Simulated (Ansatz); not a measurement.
Geometry optimisation, RKS PBE/def2-SVP in Ansatz 0.2.0.

input.yaml

```yaml
crystal:
  periodic: [false, false, false]
  atoms:
    - { symbol: "N", position_ang: [-0.06357, -1.09221, 1.62399] }
    - { symbol: C, position_ang: [-0.08515, -0.75069, 0.43606] }
    - { symbol: Si, position_ang: [-1.13802, -0.80074, -1.09968] }
    - { symbol: Al, position_ang: [0.11097, 1.18521, -0.56434] }
    - { symbol: H, position_ang: [0.6399, -0.76211, 2.27656] }
    - { symbol: H, position_ang: [-0.34569, -1.8389, -1.82913] }
    - { symbol: H, position_ang: [-0.6002, 2.31123, 0.25603] }
    - { symbol: H, position_ang: [1.48176, 1.74821, -1.0995] }
basis:
  gaussian: { orbitals: def2-SVP }
hamiltonian:
  xc: pbe
relax:
  f_tol: 0.02
  max_steps: 50
```

Launched with:

```bash
$ ansatz run input.yaml --threads 2 --pin off --max-ram 3072MiB --backend cpu --events-out ev --progress --plain --runs-dir out
```

Question: Where does it end, and by what steps?

Answer: The run converged. After 22 steps the energy has fallen by 0.700 eV; H8 moved furthest, 1.05 Å. Parted: C2–Al4 (2.19 → 2.96 Å).

```csv
step,energy less start (eV),largest force component (eV/Å),accepted
0,0.0000,2.161,yes
1,-0.4030,1.307,yes
2,-0.4460,2.001,yes
3,-0.5013,1.752,yes
4,-0.6061,0.719,yes
5,-0.6404,0.423,yes
6,-0.6713,0.153,yes
7,-0.6791,0.228,yes
8,-0.6822,0.650,yes
9,-0.6932,0.173,yes
10,-0.6956,0.098,yes
11,-0.6958,0.257,yes
12,-0.6988,0.118,yes
13,-0.6992,0.119,yes
14,-0.6995,0.190,yes
15,-0.6998,0.147,yes
16,-0.7001,0.024,yes
17,-0.7002,0.024,yes
18,-0.7003,0.045,yes
19,-0.7003,0.052,yes
20,-0.7003,0.026,yes
21,-0.7003,0.020,yes
22,-0.7003,0.009,yes
```

```xyz
8
Properties=species:S:1:pos:R:3
N -0.379 -1.297 1.867
C -0.413 -1.040 0.678
Si -0.880 -0.712 -1.045
Al 0.209 1.441 -0.819
H 0.364 -1.072 2.540
H 0.087 -1.688 -1.699
H -0.067 2.315 0.499
H 1.079 2.052 -2.022
```

Whether the end is a true minimum wasn't checked by a vibrational analysis.

Time of the run: 35 s on 2 threads of Arm Neoverse V1 (shared host), peak memory 0.14 GiB.
